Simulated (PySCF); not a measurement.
Species: 3-chlorobenzonitrile, C7H4ClN.
Bonds: N1–C2 (triple), C2–C3, C3–C4 (aromatic), C4–C5 (aromatic), C5–C6 (aromatic), C6–C7 (aromatic), C7–Cl8, C7–C9 (aromatic), C3–C9 (aromatic). Hydrogens: H10 on C4; H11 on C5; H12 on C6; H13 on C9.

All values: PBE0/pcSseg-1 and B3LYP/def2-SVPD (PySCF, non-relativistic), on one gas-phase PBE0-D3(BJ)/def2-SVP geometry that isn't relaxed in the solvent. The solvent is an IEF-PCM continuum (Bondi radii, 1.10 Å for H, scaled by 1.2). Only the electrostatic response of the medium enters.

Gas phase at PBE0/pcSseg-1: HOMO -7.84 eV, LUMO -1.96 eV, dipole 3.96 D.

Question: What does the continuum do to the energy, the frontier levels and the dipole at PBE0/pcSseg-1 in chloroform and tetrahydrofuran?

Answer: 
```json
{"solvent": "chloroform", "ε": "4.711", "E(solvent) − E(gas) (kcal/mol)": "-4.80", "polarisation term (kcal/mol)": "-5.50", "distortion of the solute (kcal/mol)": "0.70", "HOMO (eV)": "-7.67", "LUMO (eV)": "-1.82", "dipole (D)": "4.86"}
{"solvent": "tetrahydrofuran", "ε": "7.426", "E(solvent) − E(gas) (kcal/mol)": "-5.50", "polarisation term (kcal/mol)": "-6.42", "distortion of the solute (kcal/mol)": "0.92", "HOMO (eV)": "-7.65", "LUMO (eV)": "-1.80", "dipole (D)": "4.99"}
```

The first energy column is the sum of the next two and covers electrostatics alone. From chloroform to tetrahydrofuran the lowering changes by a factor 1.15, Onsager's factor (ε − 1)/(2ε + 1) by 1.14 and ε itself by 1.6.

Question: Which radius a makes the point-dipole formula ΔE = −[(ε − 1)/(2ε + 1)]·μ²/a³ give the value in tetrahydrofuran, with the gas-phase dipole?

Answer: μ = 1.558 au and |ΔE| = 0.00876 Eh give a = 2.55 Å; the farthest nucleus lies 3.68 Å from the centroid of the nuclei, so such a sphere wouldn't even hold the nuclei. The formula assumes a rigid point dipole at the centre of a sphere.

Question: Which ESP-fitted charges (PBE0/pcSseg-1) respond most in chloroform (means over atoms taken as equivalent)?

Answer: 
| atoms | environment | gas (e) | solvent (e) | change |
| --- | --- | --- | --- | --- |
| N1 | nitrile nitrogen | -0.426 | -0.503 | -0.077 |
| C2 | nitrile carbon | +0.345 | +0.410 | +0.065 |
| C3 | substituted aromatic carbon | -0.070 | -0.112 | -0.042 |
| Cl8 | aryl chlorine | -0.043 | -0.058 | -0.015 |
| H11 | aromatic hydrogen | +0.170 | +0.184 | +0.014 |
| H12 | aromatic hydrogen | +0.126 | +0.138 | +0.012 |
| H10 | aromatic hydrogen | +0.169 | +0.180 | +0.011 |
| H13 | aromatic hydrogen | +0.142 | +0.153 | +0.011 |

Question: Which Mayer bond orders change most in chloroform?

Answer: 
| bond | length (Å) | gas | solvent | change |
| --- | --- | --- | --- | --- |
| C7–Cl8 | 1.728 | 1.101 | 1.089 | -0.012 |
| C2–C3 | 1.433 | 1.034 | 1.044 | +0.010 |
| C3–C4 | 1.402 | 1.366 | 1.356 | -0.010 |
| N1–C2 | 1.159 | 3.021 | 3.030 | +0.009 |
| C9–C3 | 1.402 | 1.347 | 1.340 | -0.007 |
| C6–C7 | 1.396 | 1.347 | 1.341 | -0.006 |
| C5–H11 | 1.092 | 0.952 | 0.950 | -0.002 |
| C6–H12 | 1.091 | 0.959 | 0.958 | -0.001 |

Gas phase at B3LYP/def2-SVPD: HOMO -7.61 eV, LUMO -2.15 eV, dipole 4.03 D.

Question: What does the continuum do to the energy, the frontier levels and the dipole at B3LYP/def2-SVPD in chloroform and tetrahydrofuran?

Answer: 
```
        solvent      ε  E(solvent) − E(gas) (kcal/mol)  polarisation term (kcal/mol)  distortion of the solute (kcal/mol)  HOMO (eV)  LUMO (eV)  dipole (D)
     chloroform  4.711                           -4.78                         -5.55                                 0.77      -7.41      -1.99        5.00
tetrahydrofuran  7.426                           -5.47                         -6.50                                 1.03      -7.39      -1.97        5.14
```

Question: How does the static polarisability (B3LYP/def2-SVPD, frozen core, with the continuum's full static response) change?

Answer: 
| medium | isotropic (au) | principal values (au) | ⟨r²⟩ of the electrons (bohr²) |
| --- | --- | --- | --- |
| gas | 101.0 | 56.6, 105.8, 140.7 | 1523.4 |
| chloroform | 128.6 | 70.0, 136.1, 179.7 | 1525.3 |
| tetrahydrofuran | 133.4 | 72.9, 141.4, 186.0 | 1525.6 |

The isotropic value in tetrahydrofuran is 1.32 times the gas-phase one; no cavity-field correction is applied. ⟨r²⟩ is taken about the centre of nuclear charge.
